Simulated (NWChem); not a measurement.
System: CH$_{5}$ClOSi; SMILES CO[SiH2]Cl

```xyz
9

Si     0.8836    -0.0704     0.1041
Cl    -0.4767    -1.6252    -0.0538
O      0.2036     1.3418    -0.4035
C     -0.9194     1.9632     0.1660
H      2.0295    -0.3367    -0.7947
H      1.2789     0.0032     1.5389
H     -0.7550     2.2147     1.2295
H     -1.1166     2.8969    -0.3807
H     -1.8156     1.3229     0.0953
```
Atoms are numbered in this order, from 1.

Computed with NWChem. Coordinates come from a PBE0/def2-SVP optimisation.

Q: Taking PBE/pcseg-2 as the yardstick, which of these has the fewest basis functions while keeping “highest occupied level (eV)” within 0.05 eV of it: PBE/pcseg-1; PBE/STO-3G; PBE/aug-pcseg-1; PBE/def2-SVP?

A: PBE/pcseg-1.
```
level            basis functions  highest occupied level (eV)  relative time (rough)
---------------  ---------------  ---------------------------  ---------------------
PBE/STO-3G                    33                        -3.32                      1
PBE/pcseg-1                   89                        -7.11                      3
PBE/def2-SVP                  89                        -6.89                      2
PBE/aug-pcseg-1              145                        -7.14                     10
PBE/pcseg-2                  198                        -7.12                     10
```

The yardstick is one finite set, not the basis-set limit.
